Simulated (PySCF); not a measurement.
A structure optimised at PBE-D3(BJ)/def2-SVP, used in a PySCF frequency run:

```xyz
11

C      1.6811     0.0000    -0.9865
Ge     0.0000     0.0000    -0.0134
C     -1.6811     0.0000    -0.9865
F      0.0000     1.3836     1.0722
F      0.0000    -1.3836     1.0722
H      1.7495    -0.9022    -1.6245
H      2.5215     0.0000    -0.2667
H      1.7495     0.9022    -1.6245
H     -2.5215     0.0000    -0.2667
H     -1.7495    -0.9022    -1.6245
H     -1.7495     0.9022    -1.6245
```

Problem. Write its SMILES, formula and point group.

Solution. [CH3][Ge]([CH3])([F])[F], C2H6F2Ge, C2v

Problem. What are its rotational constants (standard atomic weights)?

Solution. 3.2967, 2.9892, 2.9671 GHz
